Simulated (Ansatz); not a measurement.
GaHF (SMILES [F][GaH]): the energy, rung by rung

GaHF has 3 atoms, charge 0, and is taken as a doublet. SMILES: `[F][GaH]`. Geometry: relaxed at PBE0-D4/def2-TZVP.

```xyz
3

F    -1.2520    0.4514   -0.6448
Ga    0.2924    0.4698    0.2141
H     0.9486   -0.9859    0.4174
```

Each level gives the energy change with the F1–Ga2 bond stretched from 1.767 to 2.209 Å (eV). The values are calculated.

```
          level                    kind  program  value (eV)
  USVWN5/STO-3G                     LDA   Ansatz        1.91
U-revPBE/STO-3G                     GGA   Ansatz        1.59
  UB3LYP/STO-3G           global hybrid   Ansatz        1.75
  UBHLYP/STO-3G           global hybrid   Ansatz        1.78
   UPBE0/STO-3G           global hybrid   Ansatz        1.74
 U-wB97X/STO-3G  range-separated hybrid   Ansatz        1.93
  UHSE06/STO-3G  range-separated hybrid   Ansatz        1.74
    UMP2/STO-3G     perturbation theory   Ansatz        1.88
```

All-electron rows without a relativistic Hamiltonian named are non-relativistic. The first shape isn't each level's own minimum. The values span 1.59 to 1.93 eV. Spin contamination of the reference (⟨S²⟩ at least 0.1 too high) touches UMP2/STO-3G. All rows use very small basis sets, so none should be taken for the real molecule's value. In the correlated wave-function rows the outer d shell of Ga is correlated, in sets not made for it.
